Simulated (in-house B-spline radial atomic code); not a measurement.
The numbers below are computed, except where a source is named.
**Weak and strong correlation along the adiabatic connection**

Two-electron singlets in several external potentials (atomic units), by full CI in B-splines with partial waves to l = 8 (correlation energies up to 0.6 % small). The repulsion is scaled by λ at fixed density; W(λ) is the mean repulsion less the Hartree energy, W(0) = E_x, and the area under W from 0 to 1 is E_xc.

Relative drop (W(λ) − E_x)/E_x:

| system | λ = 0.12 | λ = 0.25 | λ = 0.4 | λ = 0.6 | λ = 0.8 | λ = 1 |
| --- | --- | --- | --- | --- | --- | --- |
| −V exp(−r²/w²), V = 1.57, w = 10.6 | 0.0410 | 0.0769 | 0.1101 | 0.1443 | 0.1706 | 0.1914 |
| ω²r²/2 − Z/r, ω = 4.46, Z = 1.5 | 0.0058 | 0.0119 | 0.0186 | 0.0273 | 0.0356 | 0.0435 |
| −Z/r, Z = 7.35, wall at 0.895 bohr | 0.0025 | 0.0052 | 0.0083 | 0.0123 | 0.0163 | 0.0201 |
| −Z/r, Z = 0.932, wall at 5.08 bohr | 0.0224 | 0.0439 | 0.0658 | 0.0910 | 0.1125 | 0.1310 |
| −Z exp(−kr)/r, Z = 1.38, k = 0.123 | 0.0190 | 0.0378 | 0.0574 | 0.0805 | 0.1008 | 0.1187 |
| ω²r²/2 − Z/r, ω = 0.0146, Z = 1 | 0.0346 | 0.0662 | 0.0967 | 0.1296 | 0.1561 | 0.1778 |
| ω²r²/2 − Z/r, ω = 1.47, Z = 1 | 0.0099 | 0.0201 | 0.0313 | 0.0451 | 0.0579 | 0.0698 |

(1) Order the systems by how far second-order (GL2) theory, half the initial slope (estimated from the first points of each curve), overshoots the correlation energy, least first.
A. −Z exp(−kr)/r, Z = 1.38, k = 0.123
B. ω²r²/2 − Z/r, ω = 1.47, Z = 1
C. ω²r²/2 − Z/r, ω = 4.46, Z = 1.5
D. −Z/r, Z = 0.932, wall at 5.08 bohr
E. −Z/r, Z = 7.35, wall at 0.895 bohr
F. ω²r²/2 − Z/r, ω = 0.0146, Z = 1
G. −V exp(−r²/w²), V = 1.57, w = 10.6

(2) What else changes along this order?

## Answers

(1) E (GL2/E_c = 1.03), C (GL2/E_c = 1.08), B (GL2/E_c = 1.14), A (GL2/E_c = 1.26), D (GL2/E_c = 1.33), F (GL2/E_c = 1.48), G (GL2/E_c = 1.61).

(2) The ratio follows the bend of the curve. With it the leading natural occupation goes from 1.999 to 1.871 and −T_c/E_c from 0.97 to 0.62 between the first and the last.
